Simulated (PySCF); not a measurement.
Job file and geometry (Å, from GFN2-xTB) of an NMR shielding run on `C=C(C)/C=C(/C)[CH2][AlH][Cl]`, C7H12AlCl, PySCF 2.14.0, density-fitted response routines, GIAO PBE0/pcSseg-1 NMR shielding, non-relativistic, gas phase; density fitting, a coarse starting grid and PySCF grid level 2 are the driver's defaults:

```
$ OMP_NUM_THREADS=1 python probes_run.py task.json out

{"job": {"kind": "nmr", "xc": "PBE0", "basis": "pcSseg-1"}, "charge": 0, "multiplicity": 1}
C     -0.547827    -1.735155    -0.434451
C     -1.177894    -0.479118    -0.394900
C     -2.644135    -0.411899    -0.084857
C     -0.514590     0.749365    -0.465227
C      0.841035     0.960067    -0.315824
C      1.311332     2.351724    -0.018075
C      1.824481    -0.077175    -0.258620
Al     0.909203    -1.383195     1.129003
Cl     1.961362    -3.050663     1.630692
H      0.198061    -1.904256    -1.209570
H     -1.222355    -2.582662    -0.354471
H     -3.160604     0.145118    -0.866169
H     -2.807484     0.111224     0.856806
H     -3.084926    -1.402281    -0.012398
H     -1.147960     1.627914    -0.461719
H      1.795807     2.369616     0.957636
H      2.048969     2.664904    -0.756837
H      0.493618     3.067923    -0.012689
H      1.858951    -0.743377    -1.123434
H      2.824188     0.310690    -0.067866
H      0.231846    -0.571821     2.262498
```

Task: Write the output of this run.

Result: 
```
coarse grid: 18296 points
cycle   1  E = -975.8643647785  dE =  1.047e+00  |g| = 5.035e-01  |ddm| = 4.196e+00
cycle   2  E = -975.8668163697  dE = -2.452e-03  |g| = 5.171e-01  |ddm| = 9.703e-01
cycle   3  E = -975.9319212597  dE = -6.510e-02  |g| = 6.425e-02  |ddm| = 4.832e-01
cycle   4  E = -975.9326171979  dE = -6.959e-04  |g| = 3.953e-02  |ddm| = 1.159e-01
cycle   5  E = -975.9330394517  dE = -4.223e-04  |g| = 6.136e-03  |ddm| = 5.218e-02
cycle   6  E = -975.9330476903  dE = -8.239e-06  |g| = 3.053e-03  |ddm| = 1.021e-02
final grid: 166560 points
cycle   7  E = -975.9854819144  dE = -5.618e-05  |g| = 9.818e-03  |ddm| = 5.987e-02
cycle   8  E = -975.9854654925  dE =  1.642e-05  |g| = 1.241e-02  |ddm| = 2.319e-02
cycle   9  E = -975.9855060349  dE = -4.054e-05  |g| = 2.315e-03  |ddm| = 1.467e-02
cycle  10  E = -975.9855074463  dE = -1.411e-06  |g| = 3.652e-04  |ddm| = 2.646e-03
cycle  11  E = -975.9855074782  dE = -3.190e-08  |g| = 1.115e-04  |ddm| = 5.426e-04
cycle  12  E = -975.9855074811  dE = -2.917e-09  |g| = 2.863e-05  |ddm| = 1.384e-04
cycle  13  E = -975.9855074813  dE = -1.733e-10  |g| = 7.003e-06  |ddm| = 2.796e-05
converged SCF energy = -975.9855074813

GIAO shielding tensors (ppm)
atom      isotropic    diamagn.    paramagn.     s11        s22        s33       span
  0 C      113.193     257.367    -144.174     60.646    119.477    159.454     98.808
  1 C       -7.624     262.955    -270.579   -130.842    -54.271    162.241    293.083
  2 C      153.570     247.504     -93.935    127.501    146.027    187.182     59.681
  3 C       59.204     256.964    -197.760    -36.852     78.879    135.586    172.438
  4 C       -3.640     263.032    -266.672   -120.627    -53.236    162.943    283.570
  5 C      153.170     247.845     -94.675    128.183    144.269    187.057     58.875
  6 C      129.245     256.088    -126.843     87.185    131.630    168.918     81.733
  7 Al     392.428     795.471    -403.044    304.947    394.765    477.571    172.624
  8 Cl     860.148    1149.018    -288.870    611.892    950.126   1018.425    406.533
  9 H       28.319      33.791      -5.472     24.930     26.867     33.158      8.227
 10 H       28.159      32.496      -4.337     24.204     29.272     31.000      6.796
 11 H       29.002      28.737       0.265     24.943     27.687     34.376      9.434
 12 H       29.039      29.796      -0.757     25.140     28.140     33.838      8.697
 13 H       29.703      29.938      -0.235     25.336     29.454     34.319      8.983
 14 H       25.164      36.459     -11.295     21.615     23.890     29.987      8.371
 15 H       29.130      29.518      -0.388     25.765     28.132     33.492      7.728
 16 H       29.096      28.410       0.686     24.810     27.865     34.613      9.803
 17 H       29.747      30.786      -1.039     25.125     29.098     35.018      9.893
 18 H       29.230      33.478      -4.248     25.712     27.426     34.552      8.840
 19 H       28.897      32.221      -3.324     24.513     30.177     32.000      7.487
 20 H       29.047      30.828      -1.781     25.167     28.014     33.960      8.793
```

Size and cost of the density-fitted run: 227 basis functions, 120 s wall time on 1 thread of an Arm Neoverse N1, shared host; peak memory 1.1 GiB.
